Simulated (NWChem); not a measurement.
Cl4Sn in NWChem

```xyz
5

Cl     1.8915     0.0000    -1.3374
Sn     0.0000     0.0000    -0.0001
Cl    -1.8915     0.0000    -1.3374
Cl     0.0000     1.8915     1.3375
Cl     0.0000    -1.8915     1.3375
```
Charge 0, spin multiplicity 1.

Everything below was run with NWChem. The geometry was optimised at PBE0/def2-SVP with def2 effective core potentials on Sn, a minimum by its harmonic frequencies.

Symmetry labels belong to the abelian group C2v used in the runs, with the axes of the coordinates shown; states degenerate in a higher group split over its labels.

Effective core potentials replace the inner electrons of Sn; spin-orbit coupling is left out. The correlated methods keep 24 core orbitals frozen. The structure started from a generated list of species.

Task: List the 4 singlet excitations that EOM-CCSD/def2-SVP with def2 effective core potentials on Sn, 24 core orbitals frozen gives, with oscillator strengths.

Result: 
```csv
state,symmetry,energy (eV),wavelength (nm),f
1,b2,6.09,204,0.000
2,a2,6.09,204,0.000
3,b1,6.09,204,0.000
4,a1,6.54,190,0.000
```
These are the lowest roots of each symmetry, so higher states are missing between them.
